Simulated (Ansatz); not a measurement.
```yaml
crystal:
  periodic: [false, false, false]
  atoms:
    - {symbol: N, position_ang: [-0.456946, 1.382608, 0.173150]}
    - {symbol: Nb, position_ang: [0.443119, -0.283337, -0.286246]}
    - {symbol: O, position_ang: [-0.760016, -1.713684, -0.069446]}
    - {symbol: F, position_ang: [0.996274, -0.240610, -2.073533]}
    - {symbol: S, position_ang: [2.111416, -0.439527, 1.047887]}
    - {symbol: H, position_ang: [-0.133324, 2.073217, 0.833245]}
    - {symbol: H, position_ang: [-1.363216, 1.635541, -0.198847]}
    - {symbol: H, position_ang: [-0.745208, -2.471308, 0.517989]}
basis:
  gaussian: {orbitals: x2c-TZVPPall, nuclear_model: gaussian}
total_charge: 1
magnetization: {spin_polarized: true, initial_magnetization: 1}
hamiltonian: {xc: {name: HF}}
correlation: {active_space: {window: {electrons: 2, orbitals: 1}}}
```

```sh
$ ansatz run in.yaml --threads 4 --pin off --events-out ev --progress --plain --max-ram 10444MiB
```

Shortened log:

```
Error: invalid value for `correlation.active_space`: it starts from restricted Hartree–Fock orbitals; set hamiltonian.xc: hf without magnetization.spin_polarized
```
